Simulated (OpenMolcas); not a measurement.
P³⁺: effect of the level shift or regulariser

```yaml
Program: OpenMolcas 26.06
Basis: ANO-RCC-VQZP [6s5p3d2f1g]
Scalar_Hamiltonian: DKH2, point nucleus
Active_space: 2 electrons in 9 orbitals (RAS2 3s 3p; RAS3 3d, at most 2 electrons)
State_averaging: 2S+1 = 3 even, 3 roots; 2S+1 = 1 even, 7 roots; 2S+1 = 3 odd, 3 roots; 2S+1 = 1 odd, 3 roots
Spin-orbit_coupling: state interaction with AMFI integrals over the reference wave functions, term energies averaged over their components
```

Methods on the same reference wave functions:
A. RASSCF
B. MS-RASPT2, IPEA 0.25 Eh, imaginary shift 0.1 Eh (closed shells correlated: 2s 2p)
C. MS-RASPT2, IPEA 0.25 Eh, sigma2 regulariser 0.3 Eh (closed shells correlated: 2s 2p)

Energies in cm-1 above 3s2 1S0, the measured ground level; measured values from Martin, Zalubas and Musgrove, J. Phys. Chem. Ref. Data 14, 751 (1985).

```csv
Level,A,B,C,Measured
3s2 1S0,0.0,0.0,0.0,0.0
3s 3p 3P* 0,66019,67330,67330,67918
3s 3p 3P* 1,66216,67526,67526,68146
3s 3p 3P* 2,66614,67925,67925,68615
3s 3p 1P* 1,106569,105860,105860,
3p2 1D2,156475,158001,158001,158142
3p2 3P0,163686,164965,164965,164941
3p2 3P1,163887,165168,165168,165185
3p2 3P2,164280,165561,165561,165654
```

Deviations, from unrounded energies. A percentage is the sum of absolute deviations over the sum of measured energies, with the sign that they share, or ± where signs differ.

```json
{"Against measurement": "mean absolute deviation (cm-1)", "Levels": "7", "A": "1600", "B": "310", "C": "310"}
{"Against measurement": "other configurations (%)", "Levels": "7", "A": "-1.3", "B": "±0.3", "C": "±0.3"}
```

B, C lie about equally close to measurement and A furthest from it. The largest miss of B in the table is 3s 3p 3P* 2, by -690 cm-1. The ranking rests on the paired levels alone, and a cruder setting can come out closer through cancelling errors.

Between B and C no level of the table moves by more than 5 cm-1.

The two smallest mean deviations differ by little beside CASPT2's spread within terms, so their order carries little weight.

The lowest spin-free term lies below A's lowest term by 0.045 hartree in B, 0.045 hartree in C.

Active for correlation alone: 3d; no level in the range computed is led by a configuration that fills it, so any true level of that kind is missing. Some terms mix strongly with configurations of 3d, whose occupation reaches 0.27 (3p2 1D). Computed and measured levels are paired by configuration, term and J; levels that our copy of the source lacks, or whose pairing is in doubt (as where it misses far off the trend of its configuration), stay unpaired and out of the deviations. Only configurations of the active space appear. Levels that lie high or do not pair safely by name in every column are left out.

* marks odd parity.
